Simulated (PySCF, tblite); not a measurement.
Scan of F₂Mg, singlet: map of symmetric stretch and bend. Scanned: Mg-F bond length and F-Mg-F angle.

GFN2-xTB, 300 K electronic temperature (tblite); RHF/cc-pVDZ (PySCF); B3LYP/cc-pVDZ (PySCF); PBE0/cc-pVDZ (PySCF); MP2 on RHF/cc-pVDZ, 3 core orbitals frozen (PySCF); CCSD on RHF/cc-pVDZ, 3 core orbitals frozen (PySCF); CCSD(T) on RHF/cc-pVDZ, 3 core orbitals frozen (PySCF).

Energies in kcal/mol at chosen points (x: Mg-F bond length (Å); y: F-Mg-F angle (°)), relative to x = 1.75, y = 180:

```
method    (1.66, 154.09)  (1.75, 110.91)  (2.10, 162.73)  (2.19, 93.64)  (1.93, 128.18)  (1.66, 85)  (1.93, 136.82)
--------  --------------  --------------  --------------  -------------  --------------  ----------  --------------
GFN2-xTB            -0.6            -0.5            23.7           29.7             8.4         9.6             8.8
RHF                  6.6            21.3            44.6           90.4            25.4        58.0            22.0
B3LYP                7.5            19.8            39.1           78.9            21.9        54.8            18.9
PBE0                 7.4            19.8            39.5           80.1            22.2        54.5            19.1
MP2                  8.6            21.0            38.1           81.6            21.4        59.2            18.1
CCSD                 8.3            21.0            39.1           82.6            22.0        58.9            18.7
CCSD(T)              8.5            20.9            38.2           80.9            21.5        58.7            18.2
```
